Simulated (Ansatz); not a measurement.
Born–Oppenheimer molecular dynamics of a periodic cell of 12 atoms, HCl (contents 6 HCl, density as packed 1.32 g/cm³ with natural masses). It starts from a partly relaxed structure (largest force component 0.24 eV/Å).

All numbers below come from Ansatz, DFT PBE, scalar-relativistic, plane waves, PAW. Settings: cutoff 420 eV, k mesh 1x1x1, fermi-dirac smearing 0.02 eV, no spin polarisation.

- ensemble: NVT, Langevin thermostat
- time step: 0.5 fs
- steps asked: 300
- set temperature: 1500 K
- friction: 0.02 /fs
- seed: 204489

First frame:

```xyz
12
Lattice="6.5061 0.0000 0.0000 0.0000 6.5061 0.0000 0.0000 0.0000 6.5061" Properties=species:S:1:pos:R:3
Cl 7.128 4.419 3.876
H 6.019 4.103 4.527
Cl 4.457 3.700 6.071
H 4.201 2.429 5.922
Cl 2.751 5.998 1.713
H 1.688 6.786 1.779
Cl 1.636 1.533 5.380
H 1.429 2.722 4.846
Cl 4.735 0.324 4.407
H 3.756 0.090 3.544
Cl -0.049 1.469 1.726
H -0.613 1.045 2.844
```

(1) What does the run give?

(2) What happens to the structure?

(3) How do temperature and energy run in time?

Results:

(1) All steps were run.

| Item | Value |
| --- | --- |
| steps done | 300 |
| time covered | 150 fs |
| mean temperature over the second half | 1522 K |
| spread of the potential energy over the second half | 28.6 meV per atom |
| mean potential energy of the second half above the start | 118.7 meV per atom |

A run of 0.15 ps of so small a system gives no equilibrium averages. Limits of this set-up: coarse k mesh.

(2) Mean squared displacements from the first frame to the last, about the centre of mass: Cl 0.11 Å², H 3.28 Å². The details hang on the random start.

(3) 
| time (fs) | T (K) | potential energy less start (eV) |
| --- | --- | --- |
| 0.0 | 1375 | 0.000 |
| 5.0 | 1110 | 0.222 |
| 10.0 | 783 | 0.430 |
| 15.0 | 750 | 0.603 |
| 20.0 | 722 | 0.439 |
| 25.0 | 922 | 0.438 |
| 30.0 | 917 | 0.641 |
| 35.0 | 682 | 0.899 |
| 40.0 | 794 | 1.153 |
| 45.0 | 818 | 1.169 |
| 50.0 | 969 | 1.172 |
| 55.0 | 1067 | 0.992 |
| 60.0 | 1103 | 1.110 |
| 65.0 | 870 | 1.394 |
| 70.0 | 1318 | 1.103 |
| 75.0 | 1364 | 1.425 |
| 80.0 | 1135 | 1.756 |
| 85.0 | 1256 | 1.900 |
| 90.0 | 1572 | 1.847 |
| 95.0 | 1926 | 1.092 |
| 100.0 | 1664 | 1.318 |
| 105.0 | 1546 | 1.470 |
| 110.0 | 944 | 1.820 |
| 115.0 | 1066 | 1.817 |
| 120.0 | 1556 | 1.440 |
| 125.0 | 1646 | 1.379 |
| 130.0 | 1767 | 1.272 |
| 135.0 | 1632 | 1.202 |
| 140.0 | 1549 | 0.934 |
| 145.0 | 1704 | 0.665 |
| 150.0 | 1491 | 1.007 |

Time of the run: 3.5 min on 1 thread of Intel(R) Xeon(R) Platinum 8488C (Sapphire Rapids) (shared host), peak memory 0.42 GiB.
